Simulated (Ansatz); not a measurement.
`c1csc(-c2ccc(-c3ccc(-c4ccc(-c5ccc(-c6ccc(-c7cccs7)s6)s5)s4)s3)s2)c1`. The state is a triplet with charge 0. Geometry r2SCAN-D4/def2-SVP, that of the neutral singlet; atoms count from 1.

Cartesian coordinates in Å:
```
C 3.867 -2.214 -11.318
C 4.936 -3.082 -11.317
S 5.364 -3.566 -9.719
C 4.099 -2.590 -9.015
C 3.907 -2.549 -7.588
C 4.615 -3.205 -6.588
C 4.143 -2.928 -5.289
C 3.062 -2.052 -5.267
C 2.328 -1.550 -4.140
C 1.246 -0.675 -4.111
C 0.778 -0.401 -2.811
C 1.491 -1.060 -1.813
C 1.306 -1.027 -0.391
C 2.024 -1.692 0.601
C 1.567 -1.425 1.904
C 0.482 -0.552 1.944
C -0.224 -0.074 3.100
C 0.016 -0.380 4.438
C -0.865 0.262 5.328
C -1.801 1.077 4.696
C -2.843 1.876 5.277
C -3.781 2.691 4.651
C -4.658 3.332 5.548
C -4.414 3.020 6.881
C -5.116 3.493 8.049
C -6.196 4.366 8.104
C -6.642 4.619 9.426
C -5.908 3.946 10.376
S -4.666 2.992 9.659
S -3.070 1.916 7.007
S -1.568 1.032 2.966
S 0.043 -0.061 0.328
S 2.760 -2.032 -2.518
S 2.638 -1.574 -6.893
C 3.389 -1.933 -10.012
H 3.438 -1.791 -12.228
H 5.498 -3.469 -12.167
H 5.455 -3.870 -6.803
H 4.573 -3.351 -4.379
H 0.813 -0.249 -5.019
H -0.061 0.262 -2.591
H 2.863 -2.353 0.372
H 2.011 -1.858 2.802
H 0.812 -1.056 4.755
H -0.830 0.143 6.413
H -3.821 2.814 3.566
H -5.455 4.009 5.237
H -6.649 4.807 7.215
H -7.478 5.278 9.670
H -6.026 3.953 11.460
H 2.550 -1.268 -9.798
```

Single mean-field runs in def2-SVP are fitted with def2-universal-jkfit. At PBE0-D4/def2-SVP a singlet of charge 0 lies 1.63 eV below the triplet at the same geometry.

Problem. Estimate the Mulliken populations of the heavy atoms from the PBE0/def2-SVP orbitals of Ansatz.

Solution. 
```csv
atom,charge (e),spin (α − β)
C1,0.00,-0.03
C2,-0.10,0.06
S3,0.11,0.01
C4,-0.12,-0.06
C5,-0.06,0.15
C6,-0.02,-0.08
C7,-0.02,0.16
C8,-0.08,-0.09
C9,-0.07,0.25
C10,-0.02,-0.10
C11,-0.02,0.21
C12,-0.07,-0.02
C13,-0.06,0.27
C14,-0.02,0.02
C15,-0.01,0.12
C16,-0.07,0.21
C17,-0.08,0.05
C18,-0.01,0.21
C19,-0.02,-0.08
C20,-0.07,0.29
C21,-0.08,-0.09
C22,-0.02,0.19
C23,-0.01,-0.10
C24,-0.07,0.19
C25,-0.12,-0.08
C26,-0.01,0.11
C27,-0.01,-0.05
C28,-0.10,0.10
S29,0.12,0.01
S30,0.12,0.02
S31,0.11,0.03
S32,0.10,0.05
S33,0.10,0.03
S34,0.12,0.02
C35,-0.02,0.08
```
Mulliken values and Mayer orders depend strongly on the basis.

Problem. Where does the spin sit?

Solution. Summed by element: C 1.87, S 0.17, H -0.05, of 2 unpaired in all. Largest on single atoms: C20 0.29, C13 0.27, C9 0.25.

Problem. And the Mayer bond orders between bonded heavy atoms (over 0.3, the first 40 of 41)?

Solution. C1–C2 1.54 (1.38 Å); C1–C35 1.29 (1.42 Å); C2–S3 1.16 (1.72 Å); S3–C4 1.14 (1.75 Å); C4–C5 1.19 (1.44 Å); C4–C35 1.48 (1.39 Å); C5–C6 1.45 (1.39 Å); C5–S34 1.12 (1.75 Å); C6–C7 1.32 (1.41 Å); C7–C8 1.42 (1.39 Å); C8–C9 1.24 (1.44 Å); C8–S34 1.10 (1.75 Å); C9–C10 1.37 (1.39 Å); C9–S33 1.10 (1.75 Å); C10–C11 1.40 (1.41 Å); C11–C12 1.32 (1.39 Å); C12–C13 1.35 (1.43 Å); C12–S33 1.07 (1.75 Å); C13–C14 1.26 (1.39 Å); C13–S32 1.06 (1.75 Å); C14–C15 1.49 (1.41 Å); C15–C16 1.26 (1.39 Å); C16–C17 1.35 (1.44 Å); C16–S32 1.06 (1.75 Å); C17–C18 1.29 (1.39 Å); C17–S31 1.07 (1.75 Å); C18–C19 1.43 (1.41 Å); C19–C20 1.32 (1.39 Å); C20–C21 1.28 (1.44 Å); C20–S31 1.08 (1.75 Å); C21–C22 1.38 (1.39 Å); C21–S30 1.10 (1.75 Å); C22–C23 1.34 (1.41 Å); C23–C24 1.45 (1.39 Å); C24–C25 1.17 (1.44 Å); C24–S30 1.11 (1.74 Å); C25–C26 1.49 (1.39 Å); C25–S29 1.14 (1.75 Å); C26–C27 1.29 (1.42 Å); C27–C28 1.53 (1.38 Å).
